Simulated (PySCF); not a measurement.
Magnetic shielding above rings: a mixed set.

Probes without a nucleus sit at each ring's centroid and 1 Å off its mean plane on both sides; NICS is minus the shielding there, NICSzz its component along the normal. Level: GIAO PBE0/pcSseg-1 (PySCF, non-relativistic, gas phase) on the GFN2-xTB geometries, one conformer each. Atom numbers follow the mapped SMILES.

Question: Order these rings by mean NICS(1)zz, lowest (most negative) first (ppm).
A. ring C5–C6–C7 in `[CH3:1][NH:2][N:3]([CH3:4])[CH:5]1[CH2:6][CH2:7]1`
B. ring C3–C6–C7 in `[CH:1]#[C:2][C:3]1([C:4]#[CH:5])[CH2:6]/[C:7]1=[CH:8]\[CH2:9][Cl:10]`
C. ring Si3–Si4–Si5–Si6–Si7 in `[CH:1]#[C:2][Si@@H:3]1[SiH2:4][SiH2:5][SiH2:6][Si@H:7]1[OH:8]`
D. ring C2–C3–C4–N5–N7 in `[CH3:1][C@H:2]1[CH2:3][CH2:4][N:5]([CH3:6])[NH:7]1`
E. ring C5–C6–C7–C8–C9–C10 in `[CH3:1][N:2]([SiH2:3][PH2:4])[c:5]1[cH:6][cH:7][cH:8][cH:9][cH:10]1`
F. ring C4–C5–C6–S7–C8 in `[O:1]=[C:2]([Cl:3])[c:4]1[cH:5][cH:6][s:7][cH:8]1`

Answer: E (-26.5), F (-25.3), A (-21.3), B (-18.3), D (-8.5), C (1.6).

| SMILES | ring | NICS(0) | NICS(1) | NICS(1)zz | HOMA | rms pucker (Å) | ring atoms with four or more neighbours |
| --- | --- | --- | --- | --- | --- | --- | --- |
| CN([SiH2]P)c1ccccc1 | 6-membered carbocycle; formal bonds all aromatic | -8.8 | -10.8 | -26.5 | 0.99 | 0.01 | 0 |
| O=C(Cl)c1ccsc1 | 5-membered ring with S; formal bonds all aromatic | -12.1 | -11.2 | -25.3 | 0.78 | 0.00 | 0 |
| CNN(C)C1CC1 | 3-membered carbocycle; formal bonds all single | -41.9 | -8.7 | -21.3 | – | 0.00 | 3 |
| C#CC1(C#C)C/C1=C\CCl | 3-membered carbocycle; formal bonds all single | -32.1 | -7.9 | -18.3 | – | 0.00 | 2 |
| C[C@H]1CCN(C)N1 | 5-membered ring with 2 N; formal bonds all single | -7.0 | -4.1 | -8.5 | – | 0.14 | 3 |
| C#C[Si@@H]1[SiH2][SiH2][SiH2][Si@H]1O | 5-membered ring with 5 Si; formal bonds all single | -1.1 | -1.8 | 1.6 | – | 0.15 | 5 |

NICS(0) gives another order. The isotropic NICS(1) gives another order. HOMA uses Krygowski's 1993 parameters; it is left out where a ring has a four-coordinate atom, a triple bond, no multiple bond or a kind of bond without parameters. NICS(1) and NICS(1)zz are means over the two faces.
